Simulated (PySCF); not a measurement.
ORD: `ClC(=C)/C(Cl)=C\C=O`, C₅H₄Cl₂O

Molfile (atoms numbered from 1):
```
C5H4Cl2O
     RDKit          3D

 12 11  0  0  0  0  0  0  0  0999 V2000
   -2.0110    0.1335   -0.0876 C   0  0  0  0  0  0  0  0  0  0  0  0
   -1.2001   -0.5774   -0.8772 C   0  0  0  0  0  0  0  0  0  0  0  0
   -1.5548   -0.8101   -2.5569 Cl  0  0  0  0  0  0  0  0  0  0  0  0
    0.0351   -1.2235   -0.3999 C   0  0  0  0  0  0  0  0  0  0  0  0
    0.1455   -2.9141   -0.7371 Cl  0  0  0  0  0  0  0  0  0  0  0  0
    1.0225   -0.6039    0.2764 C   0  0  0  0  0  0  0  0  0  0  0  0
    1.1010    0.8473    0.5086 C   0  0  0  0  0  0  0  0  0  0  0  0
    1.9495    1.3477    1.2061 O   0  0  0  0  0  0  0  0  0  0  0  0
   -2.9121    0.6033   -0.4859 H   0  0  0  0  0  0  0  0  0  0  0  0
   -1.7870    0.2356    0.9759 H   0  0  0  0  0  0  0  0  0  0  0  0
    1.8640   -1.1901    0.6550 H   0  0  0  0  0  0  0  0  0  0  0  0
    0.3418    1.4706   -0.0215 H   0  0  0  0  0  0  0  0  0  0  0  0
  1  2  2  0
  2  3  1  0
  2  4  1  0
  4  5  1  0
  4  6  2  0
  6  7  1  0
  7  8  2  0
  1  9  1  0
  1 10  1  0
  6 11  1  0
  7 12  1  0
M  END
```

Method used: PySCF 2.14.0, TDDFT CAM-B3LYP/aug-cc-pVDZ circular dichroism and optical rotation, one conformer, gas phase. Geometry: PBE0-D3(BJ)/def2-SVP.

No stereocentre is labelled: unless the shape is locked (an allene, a helicene, a hindered biaryl), the mirror image is equally populated and a measured rotation or CD is zero.

(1) What is the specific rotation at 633, 589.3, 546, 436, 405 nm?

Results:

(1) [α] in deg dm⁻¹ (g/mL)⁻¹:
```csv
λ (nm),origin-invariant length gauge,modified velocity gauge,length gauge (centre of mass),isotropic polarisability (au)
633,+14.7,+14.6,+14.0,99.5
589.3,-0.1,-0.2,-0.9,100.2
546,-31.4,-31.5,-32.4,101.1
436,-481.8,-480.2,-483.7,105.1
405,-1120.0,-1115.0,-1122.5,107.1
```

The shortest wavelength is close to the first absorption, where this undamped response comes out too large.

The first excitation lies at 3.63 eV (342 nm) with R = -18.8 × 10⁻⁴⁰ esu² cm² (velocity form).
